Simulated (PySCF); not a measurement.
**Steps of a relaxation of [Tl(OH)2]−**

[Tl(OH)2]− (singlet; a saddle point, relaxed within its symmetry). PySCF 2.14.0, RKS PBE, Tl def2-SVP with ECP60, O def2-SVP, H def2-SVP; non-relativistic Hamiltonian with scalar-relativistic core potentials where named; density fitting; no spin-orbit coupling. Origin of the start: template. Columns: position (Å) and force (eV/Å). Energies are counted from the last step; some of the 12 steps are shown. Forces carry noise of the integration grid, about 0.01 to 0.03 eV/Å.

Run from Python with OMP_NUM_THREADS=2. Where DIIS fails, smearing, a level shift and second-order steps follow.
It took 15 s on 2 threads of Arm Neoverse V1 (shared host), from the converged density of the start.

```xyz
5
step 0  E = 0.129 eV
Tl    0.0000    0.0000    0.0000     0.00    0.00    0.00
O     0.0000    0.0000    2.2704     0.00   -0.16    0.11
H     0.0000    0.3500    3.1704     0.00    0.21    0.84
O     0.0000    0.0000   -2.2704     0.00    0.16   -0.11
H     0.0000   -0.3500   -3.1704     0.00   -0.21   -0.84
```

```xyz
5
step 4  E = 0.015 eV
Tl    0.0000    0.0000    0.0000     0.00    0.00    0.00
O     0.0000    0.0587    2.3802     0.00    0.08   -0.03
H     0.0000    0.3250    3.3262     0.00   -0.06   -0.07
O     0.0000   -0.0587   -2.3802     0.00   -0.08    0.03
H     0.0000   -0.3250   -3.3262     0.00    0.06    0.07
```

```xyz
5
step 7  E = 0.001 eV
Tl    0.0000    0.0000    0.0000     0.00    0.00    0.00
O     0.0000    0.1475    2.3571     0.00    0.01   -0.05
H     0.0000    0.2616    3.3305     0.00   -0.01    0.06
O     0.0000   -0.1475   -2.3571     0.00   -0.01    0.05
H     0.0000   -0.2616   -3.3305     0.00    0.01   -0.06
```

Task: Where does the relaxation end?

Result: It converges at step 11 in D∞h:
```xyz
5
step 11  E = 0
Tl    0.0000    0.0000    0.0000
O     0.0000    0.1747    2.3563
H     0.0000    0.2427    3.3352
O     0.0000   -0.1747   -2.3563
H     0.0000   -0.2427   -3.3352
```

Task: How did the contacts change?

Result: 
```json
{"contact": "Tl1–O2 (OH)", "start (Å)": "2.270", "end (Å)": "2.363"}
{"contact": "Tl1–O4 (OH)", "start (Å)": "2.270", "end (Å)": "2.363"}
```
